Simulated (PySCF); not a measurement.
## EPR parameters of C7H6NO

Compound: C7H6NO (doublet state).
Cartesian coordinates in Å at the GFN2-xTB level; atoms count from 1:
```
atom  x, y, z in Å
N1    -3.122   -0.488    1.175
C2    -2.035   -0.206    0.963
C3    -0.675    0.158    0.652
C4    -0.684    1.163   -0.537
C5     0.681    1.309   -1.020
C6     1.714    0.527   -0.847
C7     1.567   -0.764   -0.121
O8     2.494   -1.507    0.065
C9     0.143   -1.087    0.299
H10   -0.234    0.649    1.527
H11   -1.097    2.120   -0.210
H12   -1.317    0.788   -1.348
H13    2.705    0.735   -1.219
H14    0.181   -1.780    1.143
H15   -0.324   -1.609   -0.543
```

The hyperfine couplings belong to this conformer and change with its torsions.

Identity: `C1(C=[C]C[C@H](C1)C#N)=O` [radical].

Computed, not measured: UKS B3LYP, pcH-1 on C H N O, non-relativistic, mean-field spin-orbit, GIAO in PySCF. Geometry: GFN2-xTB, one conformer, isolated molecule. Couplings are sensitive to structure, and on GFN2-xTB geometries they can be far from those on DFT ones. No stability test was run, so a lower SCF solution isn't excluded.

| Property | Result |
| --- | --- |
| g1, g2, g3 | 2.00192, 2.00202, 2.00328 |
| g_iso | 2.00241 |
| Form of g | close to axial: the two nearest values differ by 7 % of g3 − g1 |
| ⟨S²⟩ | 0.7593 (exact 0.7500) |
| Total energy | -400.24734 Eh |

Isotropic coupling and dipolar principal values T1 to T3, in mT; ρ(0) is the spin density at the nucleus (MHz turned into mT with g_iso):

```json
{"atom": "N1", "isotope": "14N", "a_iso": "0.02", "T1": "-0.03", "T2": "-0.02", "T3": "0.05", "Mulliken spin population": "0.02", "ρ(0) (bohr⁻³)": "0.0016"}
{"atom": "C2", "isotope": "13C", "a_iso": "0.50", "T1": "-0.07", "T2": "-0.03", "T3": "0.10", "Mulliken spin population": "0.00", "ρ(0) (bohr⁻³)": "0.0124"}
{"atom": "C3", "isotope": "13C", "a_iso": "1.83", "T1": "-0.20", "T2": "-0.19", "T3": "0.39", "Mulliken spin population": "0.05", "ρ(0) (bohr⁻³)": "0.0457"}
{"atom": "C4", "isotope": "13C", "a_iso": "0.83", "T1": "-0.22", "T2": "-0.18", "T3": "0.40", "Mulliken spin population": "-0.04", "ρ(0) (bohr⁻³)": "0.0206"}
{"atom": "C5", "isotope": "13C", "a_iso": "12.38", "T1": "-2.78", "T2": "-2.06", "T3": "4.84", "Mulliken spin population": "0.96", "ρ(0) (bohr⁻³)": "0.3085"}
{"atom": "C6", "isotope": "13C", "a_iso": "-0.41", "T1": "-0.67", "T2": "0.01", "T3": "0.66", "Mulliken spin population": "-0.12", "ρ(0) (bohr⁻³)": "-0.0103"}
{"atom": "C7", "isotope": "13C", "a_iso": "2.32", "T1": "-0.26", "T2": "-0.21", "T3": "0.48", "Mulliken spin population": "0.06", "ρ(0) (bohr⁻³)": "0.0579"}
{"atom": "O8", "isotope": "17O", "a_iso": "-0.05", "T1": "-0.56", "T2": "0.10", "T3": "0.46", "Mulliken spin population": "0.01", "ρ(0) (bohr⁻³)": "0.0025"}
{"atom": "C9", "isotope": "13C", "a_iso": "-0.02", "T1": "-0.06", "T2": "-0.01", "T3": "0.07", "Mulliken spin population": "0.00", "ρ(0) (bohr⁻³)": "-0.0006"}
{"atom": "H10", "isotope": "1H", "a_iso": "-0.15", "T1": "-0.14", "T2": "-0.07", "T3": "0.21", "Mulliken spin population": "0.00", "ρ(0) (bohr⁻³)": "-0.0009"}
{"atom": "H11", "isotope": "1H", "a_iso": "1.59", "T1": "-0.25", "T2": "-0.21", "T3": "0.46", "Mulliken spin population": "0.01", "ρ(0) (bohr⁻³)": "0.0100"}
{"atom": "H12", "isotope": "1H", "a_iso": "0.25", "T1": "-0.24", "T2": "-0.15", "T3": "0.39", "Mulliken spin population": "0.00", "ρ(0) (bohr⁻³)": "0.0016"}
{"atom": "H13", "isotope": "1H", "a_iso": "3.17", "T1": "-0.23", "T2": "-0.19", "T3": "0.43", "Mulliken spin population": "0.04", "ρ(0) (bohr⁻³)": "0.0199"}
{"atom": "H14", "isotope": "1H", "a_iso": "0.12", "T1": "-0.06", "T2": "-0.03", "T3": "0.09", "Mulliken spin population": "0.00", "ρ(0) (bohr⁻³)": "0.0008"}
{"atom": "H15", "isotope": "1H", "a_iso": "-0.01", "T1": "-0.07", "T2": "-0.06", "T3": "0.13", "Mulliken spin population": "0.00", "ρ(0) (bohr⁻³)": "-0.0001"}
```

The Mulliken spin populations are largest on C5 (+0.96), C6 (-0.12) and C7 (+0.06). C5 is the only atom above +0.15.

Axes: g2 points within 10° of the C5–C6 bond.

Under fast tumbling the dipolar parts average out, and these isotropic splittings remain: 1 × 1H (H13, I = 1/2, 2 lines) with 3.17 mT, 1 × 1H (H11, I = 1/2, 2 lines) with 1.59 mT, 1 × 1H (H12, I = 1/2, 2 lines) with 0.25 mT, 1 × 1H (H10, I = 1/2, 2 lines) with 0.15 mT and 1 × 1H (H14, I = 1/2, 2 lines) with 0.12 mT.

The 13C coupling of C5 (346.9 MHz) shows only in satellite lines or after enrichment, since that isotope makes up about 1.07 % of natural carbon.
